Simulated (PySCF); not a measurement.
C2H6NO, charge +1. Atoms are numbered in the order given.

```xyz
10

C     -0.3816    -1.3722     0.0000
C      0.0153     0.0605     0.0000
N     -0.8572     1.0308     0.0000
O      1.2636     0.4208     0.0000
H      0.0389    -1.8665     0.8919
H     -1.4710    -1.5003     0.0000
H      0.0389    -1.8665    -0.8919
H     -0.5482     2.0045     0.0000
H     -1.8566     0.8426     0.0000
H      1.8881    -0.3256     0.0000
```
Charge +1, spin multiplicity 1.

The structure is a stationary point at B3LYP-D3(BJ)/def2-SVP. The isomer is the one that the SMILES or the coordinates give; other isomers of the formula were not compared. The values are those of a single conformer.

Level of theory: PBE/def2-TZVP (PySCF).

The molecule is in vacuum.

The total energy is -209.39833 hartree and the point group is Cs. The highest occupied level comes out as -13.73 eV and the lowest empty level is -7.54 eV. The orbital gap is 6.19 eV and the dipole moment about the centre of nuclear charge is 0.221 e·Å. The mean static polarisability comes out as 33.6 bohr³ (4.98 Å³) and the polarisability, principal values is 23.9, 35.3, 41.6 bohr³.
